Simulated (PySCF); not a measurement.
# SiOCl₂ + F₂ → SiOF₂ + Cl₂

Level: PBE0 in the def2-TZVP basis family, all electrons, no relativity, computed in PySCF with density fitting; open shells unrestricted.

```csv
species,state and structure,ZPE (kJ/mol),H(298 K) − H(0) (kJ/mol),S° (J/(mol K))
SiOCl₂,"singlet, C2v, Si–Cl 2.006 Å (×2), Si–O 1.506 Å; Cl–Si–Cl 108.6°, Cl–Si–O 125.7° (×2)",19.2,14.7,301.1
F₂,"singlet, D∞h, F–F 1.376 Å",6.6,8.7,201.9
SiOF₂,"singlet, C2v, Si–F 1.564 Å (×2), Si–O 1.501 Å; F–Si–F 104.7°, F–Si–O 127.6° (×2)",25.4,13.0,277.0
Cl₂,"singlet, D∞h, Cl–Cl 1.982 Å",3.5,9.1,222.5
```

Task: Is the gas-phase reaction uphill or downhill in electronic energy at this level, and by how much?

Result: At PBE0/def2-TZVP, ΔE = -425.0 kJ/mol, downhill. Fluorination of this kind underlies dry etching and chamber cleaning.

Task: Add zero-point, thermal and entropy terms for 298.15 K and 1 bar.

Result: ΔZPE = 3.1 and Δ[H(298) − H(0)] = -1.3 kJ/mol give ΔH° = -423.2 kJ/mol. ΔS° = -3.5 J/(mol K), so ΔG° = -423.2 − 298.15 × (-0.0035) = -422 kJ/mol.

Only the bonding shown was studied: isomers, or loss of a ligand pair, can lie lower.
